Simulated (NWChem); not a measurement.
System: SiHOCl, singlet; SMILES [Si](O)Cl

NWChem input:

```
start job
memory heap 200 mb stack 900 mb global 1100 mb
geometry units angstroms noautoz
  Si     0.630415     0.606486     0.000000
  Cl    -0.120806    -1.347285     0.000000
  O     -0.813969     1.433996     0.000000
  H     -0.718773     2.394706     0.000000
end
basis spherical
  * library def2-svpd
end
dft
  xc b3lyp
  iterations 150
end
tddft
  cis
  nroots 6
  notriplet
end
task tddft energy
```

NWChem printed, in part:

```
             Northwest Computational Chemistry Package (NWChem) 7.3.0
             --------------------------------------------------------

 CS  symmetry detected

                             Geometry "geometry" -> ""
                             -------------------------

 Output coordinates in angstroms (scale by  1.889725989 to convert to a.u.)

  No.       Tag          Charge          X              Y              Z
 ---- ---------------- ---------- -------------- -------------- --------------
    1 Si                  14.0000     0.66913656     0.59062709     0.00000000
    2 Cl                  17.0000    -0.16925882    -1.32735291     0.00000000
    3 O                    8.0000    -0.73653902     1.48230759     0.00000000
    4 H                    1.0000    -0.59819969     2.43775943     0.00000000

 Effective nuclear repulsion energy (a.u.)     130.9459577048

      Symmetry information
      --------------------

 Group name             Cs
 Group number              2
 Group order               2
 No. of unique centers     4

                                 NWChem DFT Module
                                 -----------------

 Summary of "ao basis" -> "ao basis" (spherical)
 ------------------------------------------------------------------------------
       Tag                 Description            Shells   Functions and Types
 ---------------- ------------------------------  ------  ---------------------
 Si                        def2-svpd                10       24   5s3p2d
 Cl                        def2-svpd                11       27   5s4p2d
 O                         def2-svpd                 9       23   4s3p2d
 H                         def2-svpd                 4        8   2s2p

      Symmetry analysis of basis
      --------------------------

        a'         58
        a"         24

[...]

                                NWChem TDDFT Module
                                -------------------

            General Information
            -------------------
           No. of orbitals :     164
            Alpha orbitals :      82
             Beta orbitals :      82
        Alpha frozen cores :       0
         Beta frozen cores :       0
     Alpha frozen virtuals :       0
      Beta frozen virtuals :       0
         Spin multiplicity :       1
    Number of AO functions :      82
        Use of symmetry is : off
      Symmetry adaption is : on
         Schwarz screening :  0.10D-07

              XC Information
              --------------
                  B3LYP Method XC Potential
              Hartree-Fock (Exact) Exchange   0.20
                 Slater Exchange Functional   0.80 local
             Becke 1988 Exchange Functional   0.72 non-local
       Lee-Yang-Parr Correlation Functional   0.81
           VWN I RPA Correlation Functional   0.19 local

             TDDFT Information
             -----------------
          Calculation type : Tamm-Dancoff TDDFT
         Wavefunction type : Restricted singlets
          No. of electrons :      40
           Alpha electrons :      20
            Beta electrons :      20
              No. of roots :       6
          Max subspacesize :    5200
            Max iterations :     100
               Target root :       1
           Target symmetry : none
      Symmetry restriction : off
                 Algorithm : Optimal
        Davidson threshold :  0.10D-03

    6 smallest eigenvalue differences (eV)
--------------------------------------------------------
  No. Spin  Occ  Vir  Irrep   E(Occ)    E(Vir)   E(Diff)
--------------------------------------------------------
    1    1   20   21 a"       -0.270    -0.086     4.995
    2    1   19   21 a"       -0.335    -0.086     6.773
    3    1   20   22 a'       -0.270    -0.020     6.805
    4    1   18   21 a'       -0.339    -0.086     6.871
    5    1   20   23 a'       -0.270     0.009     7.586
    6    1   17   21 a'       -0.390    -0.086     8.256
--------------------------------------------------------

  Entering Davidson iterations
  Restricted singlet excited states

  Iter   NTrls   NConv    DeltaV     DeltaE      Time
  ----  ------  ------  ---------  ---------  ---------
    1      6       0     0.21E+00   0.10+100       13.9
    2     12       0     0.53E-01   0.35E-01       14.2
    3     18       0     0.22E-01   0.78E-02       14.5
    4     24       0     0.33E-01   0.28E-02       13.9
    5     30       3     0.16E-01   0.46E-02       15.0
    6     33       5     0.39E-02   0.45E-03       10.4
    7     34       5     0.60E-03   0.20E-04       12.1
    8     35       5     0.16E-03   0.51E-06       12.2
    9     36       6     0.64E-04   0.34E-07       11.1
  ----  ------  ------  ---------  ---------  ---------
  Convergence criterion met

  Ground state a'       -825.335473784937 a.u.

  ----------------------------------------------------------------------------
  Root   1 singlet a"             0.167450897 a.u.                4.5566 eV
  ----------------------------------------------------------------------------
     Transition Moments    X -0.00000   Y -0.00000   Z  0.82843
     Dipole Oscillator Strength                    0.0766146112
     Electric Quadrupole                           0.0000002732
     Magnetic Dipole                               0.0000026119
     Total Oscillator Strength                     0.0766174963

[...]
```

Level: B3LYP/def2-SVPD, TDA. Low-valent species are run as closed-shell singlets; no triplet was tried in these runs. Structure relaxed at the PBE0/def2-SVP level.
